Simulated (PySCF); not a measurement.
# Working with the constants of TaCl

PBEsol constants of TaCl, ⁵Π (quintet), unpaired electrons σ ↑, π ↑, δ ↑↑ (PySCF, scalar-relativistic core potentials, basis sets Ta def2-TZVPP with ECP60, Cl def2-TZVPP; masses 180.9480 and 34.9689 u):

- ωe: 385.0 cm⁻¹
- ωexe: 1.16 cm⁻¹
- Be: 0.11172 cm⁻¹
- αe: 0.000450 cm⁻¹
- D (centrifugal): 3.76e-08 cm⁻¹

**Question.** Give the vibrational terms G(v) and spacings up to v = 6.

**Answer.** G(v) = ωe(v+½) − ωexe(v+½)².

| v | G(v) (cm⁻¹) | G(v) − G(v−1) | Bv (cm⁻¹) |
| --- | --- | --- | --- |
| 0 | 192.2 |  | 0.1115 |
| 1 | 574.9 | 382.7 | 0.1110 |
| 2 | 955.2 | 380.4 | 0.1106 |
| 3 | 1333.3 | 378.0 | 0.1101 |
| 4 | 1709.0 | 375.7 | 0.1097 |
| 5 | 2082.4 | 373.4 | 0.1092 |
| 6 | 2453.5 | 371.1 | 0.1088 |

De is left out where the level can put another filling of the metal’s s and d shells below the measured ground configuration, by anything from nothing to about 1 eV. Spin–orbit coupling is left out, which matters for elements this heavy, above all for dissociation energies. The state is the lowest single determinant that the PBE0 search found; with open d or f shells the true ground state can be another one.
